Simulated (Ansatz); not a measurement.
`[CH3][GaH][CH]=O` and `O=[CH][GaH][F]` differ in one atom or group.

Ansatz, PBE0-D4/def2-TZVP geometries, multiplicity 1. Each molecule was computed in one conformer, which needn't be the lowest.

Scalar relativity is left out up to krypton.

```
                                        property  `[CH3][GaH][CH]=O`
             HOMO–LUMO gap (PBE/def2-TZVPP) / eV                2.64
size of the dipole moment (B3LYP/def2-TZVPP) / D                2.50
  size of the dipole moment (PBE/def2-TZVPP) / D                2.25
             HOMO energy (B3LYP/def2-TZVPP) / eV               -6.22
              LUMO energy (PBE0/def2-TZVPP) / eV               -1.49
            HOMO–LUMO gap (PBE0/def2-TZVPP) / eV                4.92
```

Q: What does the change do to each property? (Best estimate.)

A: The calculation gave: 
```csv
property,`O=[CH][GaH][F]`,shift
HOMO–LUMO gap (PBE/def2-TZVPP) / eV,2.13,-0.51
size of the dipole moment (B3LYP/def2-TZVPP) / D,0.31,-2.19
size of the dipole moment (PBE/def2-TZVPP) / D,0.32,-1.93
HOMO energy (B3LYP/def2-TZVPP) / eV,-6.97,-0.75
LUMO energy (PBE0/def2-TZVPP) / eV,-2.66,-1.17
HOMO–LUMO gap (PBE0/def2-TZVPP) / eV,4.48,-0.44
```

With PBE0 the HOMO falls by 0.75 eV and the LUMO falls by 1.17 eV, so the gap narrows by about 0.42 eV. PBE moves the HOMO by -0.70 eV and ωB97M-V by -0.72 eV. The zero-point energy changes by -87.1 kJ/mol with -9 modes. Dipoles are sizes alone; their direction can turn.

B3LYP here is the variant with VWN-RPA as its local correlation; programs differ in this.
